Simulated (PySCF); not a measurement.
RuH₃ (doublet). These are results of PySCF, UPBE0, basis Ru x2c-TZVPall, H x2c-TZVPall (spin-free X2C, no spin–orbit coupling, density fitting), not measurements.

Harmonic bands of its minimum:

| ω (cm⁻¹) | IR (km/mol, summed over degenerate members) | degeneracy |
| --- | --- | --- |
| 609 | 81.3 | 1 |
| 757 | 59.8 | 2 |
| 2117 | 301 | 2 |
| 2190 | 10.9 | 1 |

Question: The central atom is Ru. Infer the point group and assign the bands.

Answer: C3v. The modes span 2a1 + 2e: 609 a1, 757 e, 2117 e, 2190 a1. The computed geometry has Ru–H 1.562 Å (×3); H–Ru–H 100.6° (×3).

Other isomers or separated fragments may lie lower. Open d and f shells are described by one determinant, and the ground state may have another occupation or spin.
